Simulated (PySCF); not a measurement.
C₂H₄F₂OSi, SMILES O=C([SiH3])C(F)F. Atoms are numbered in the order given.

```xyz
10

O     -1.8773    -0.4807     0.0000
C     -0.6989    -0.2313     0.0000
Si     0.6266    -1.6570     0.0000
C     -0.2126     1.2191     0.0000
F      0.5561     1.4029    -1.0924
F      0.5561     1.4029     1.0924
H      0.3664    -2.4687     1.2220
H      2.0212    -1.1366     0.0000
H      0.3664    -2.4687    -1.2220
H     -1.0489     1.9388     0.0000
```
Charge 0, spin multiplicity 1.

The structure is a stationary point at PBE0-D3(BJ)/def2-SVP. Other conformers were not sampled.

The numbers are results of PBE0-D3(BJ)/def2-SVP (PySCF), not measurements.

Frequencies are harmonic and unscaled.

```tsv
mode	ν (cm⁻¹)	IR (km/mol)	moving atoms (share of kinetic energy)
1	20	1.5	H 38 %, F 38 %, O 14 %
2	81	2.9	H 60 %, F 27 %
3	143	3.2	F 37 %, Si 35 %, H 12 %, O 9 %
4	193	3.8	F 60 %, O 18 %, C 13 %
5	338	29.3	O 49 %, Si 28 %, H 14 %
6	435	11.1	F 51 %, O 21 %, C 14 %, H 12 %
7	478	16.1	H 64 %, C 20 %, F 10 %
8	545	26.1	H 33 %, C 31 %, Si 21 %, F 8 %
9	612	3.4	F 45 %, C 21 %, H 19 %, O 10 %
10	702	20.8	H 35 %, C 29 %, F 20 %, O 9 %
11	740	11.8	C 59 %, H 26 %
12	891	181.0	H 90 %, Si 9 %
13	930	45.3	H 97 %
14	938	35.0	H 97 %
15	1151	25.8	C 78 %, F 14 %
16	1154	188.4	C 54 %, F 35 %, H 11 %
17	1188	47.6	C 45 %, H 36 %, F 18 %
18	1350	55.5	C 48 %, H 47 %
19	1379	27.4	H 82 %, C 16 %
20	1850	115.4	C 60 %, O 40 %
21	2251	29.6	H 99 %
22	2264	76.1	H 96 %
23	2271	79.3	H 96 %
24	3115	28.5	H 92 %, C 8 %
```
